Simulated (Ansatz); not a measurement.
Breaking the O3–H4 bond in FHOSi (SMILES O[Si]F) (multiplicity 1 held, fragments rigid). Energies count from the point at 0.966 Å.
Geometry at that point (charge 0, multiplicity 1):
```xyz
4

Si     0.009     0.006     0.610
F     -0.735     1.026    -0.417
O      0.731    -1.046    -0.426
H      0.639    -0.946    -1.382
```

Restricted levels (R-, RO-) in cc, def2 and unpolarised 6-31G sets keep to the state of the molecule at rest. Unrestricted levels (U-) break spin symmetry where that is lower. Levels need not reach the same state.

Programs: Ansatz (Gaussian basis) for Hartree–Fock, density functionals and correlated methods. Each number belongs to the level named beside it.

Task: Estimate the energy at R = 3.090 Å that R-B3LYP/cc-pV(T+d)Z returns for this input.

Result: 6.41 eV

Task: Predict the energy at R = 3.090 Å from U-HF/cc-pV(T+d)Z.

Result: 3.96 eV

Task: Predict the energy at R = 3.090 Å from R-PBE/cc-pV(T+d)Z.

Result: 5.70 eV

Doubts at one or more of the structures used: a spin-contaminated determinant (U-HF/cc-pV(T+d)Z); a restricted determinant that unrestricted orbitals would lower (R-PBE/cc-pV(T+d)Z, R-B3LYP/cc-pV(T+d)Z).

Ansatz is a quantum-chemistry and plane-wave program.
